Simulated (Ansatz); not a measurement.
Compare A (`C[Si](O)(O)Cl`) with its isomer B (`OC(O)[SiH2]Cl`).

Isolated molecules relaxed with PBE0-D4/def2-TZVP in Ansatz; ΔE leaves out vibrations. CCSD(T)/CBS adds triple-zeta CCSD(T) − MP2 to the extrapolated MP2 energy (def2 sets, frozen cores). DFT in def2-TZVPP. B3LYP here is the variant with VWN-RPA as its local correlation; programs differ in this. Each species was taken in one conformer, which may not be the lowest.

Q: Which is lower in electronic energy at CCSD(T)/CBS, and by how much? (An estimate is asked.)

A: Ansatz gave: A, by 402.8 kJ/mol.

Q: Give E(B) − E(A) in kJ/mol with CCSD(T)/def2-SVP, B3LYP, CCSD(T)/def2-TZVPP, CCSD/def2-TZVPP, LDA (SPW92), MP2/def2-TZVPP, B2PLYP. (An estimate is asked.)

A: Ansatz gave: CCSD(T)/def2-SVP 344.6, B3LYP 388.4, CCSD(T)/def2-TZVPP 396.9, CCSD/def2-TZVPP 399.6, LDA (SPW92) 374.7, MP2/def2-TZVPP 413.6, B2PLYP 399.1. None reverses the order clearly.

Q: Does the order hold for the free energy at 298.15 K (harmonic terms from PBE0-D4)? (Estimate.)

A: The calculation gave: Yes: G(B) − G(A) = +397.8 kJ/mol, for one conformer each. Modes under 60 cm⁻¹, often nearly free rotors, make the harmonic entropy too high.

Largest T1 diagnostic: 0.011.

Leaving LDA and LC-ωPBE aside and taking each functional with its dispersion term where it has one, the values, not all of them listed here, spread over 37.7 kJ/mol, from revPBE-D4 to B97M-V. LDA lies +4.5 kJ/mol from PBE without D4. At CCSD(T), def2-SVP lies −58.3 kJ/mol from the extrapolated value and def2-TZVPP −5.9 kJ/mol.
